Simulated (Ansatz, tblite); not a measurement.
Cost and result up the ladder for [MoO3F]- (MoO3F⁻) (5 atoms). Charge -1, multiplicity 1. Geometry: r2SCAN-D4/def2-SVPD.

Cartesian coordinates in Å:
```
Mo 0.006 -0.026 -0.031
O 0.741 0.829 -1.344
O 1.050 -1.304 0.490
O -1.513 -0.682 -0.538
F -0.284 1.183 1.423
```

Ansatz on 4 threads of Arm Neoverse V2 on a shared host; xTB runs through tblite on one thread. Times are rough, summed over both states, and most runs start from the orbitals of an earlier one. PBE0-D4/def2-TZVPD serves as the yardstick here, not as an exact answer. The other state is a doublet.

In the def2 sets Mo takes a core potential; there is no spin–orbit coupling. The xTB rows come from tblite.

Raw xTB energies of ions are shifted by several eV.

| level | functions | wall time | vertical IE (eV) | difference from PBE0-D4/def2-TZVPD (eV) |
| --- | --- | --- | --- | --- |
| GFN2-xTB | 25 | 0.004 s | 10.33 | 4.88 |
| GFN1-xTB | 25 | 0.006 s | 10.98 | 5.53 |
| PBE-D4/def2-TZVPD | 200 | 4.8 s | 5.11 | -0.35 |
| PBE0-D4/def2-TZVPD | 200 | 13 s | 5.46 | 0.00 |
